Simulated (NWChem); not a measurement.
A series in which one site is exchanged, each optimised at PBE0/def2-SVP with NWChem, gas phase unless a solvent is named. Some are not confirmed as minima by frequencies. def2 effective core potentials on In, I; no spin-orbit coupling.

A: [Cl][In]([I])[I] (InI2Cl; site = Cl)
B: [I][In]([I])[I] (InI₃; site = I)
C: [I][InH][I] (InHI$_{2}$; site = H)
D: [I][In]([F])[I] (InI₂F; site = F)

Task: Rank them by orbital gap (eV), PBE0/def2-SVP, lowest first.

Result: B (4.62), A (4.88), D (4.94), C (5.42)
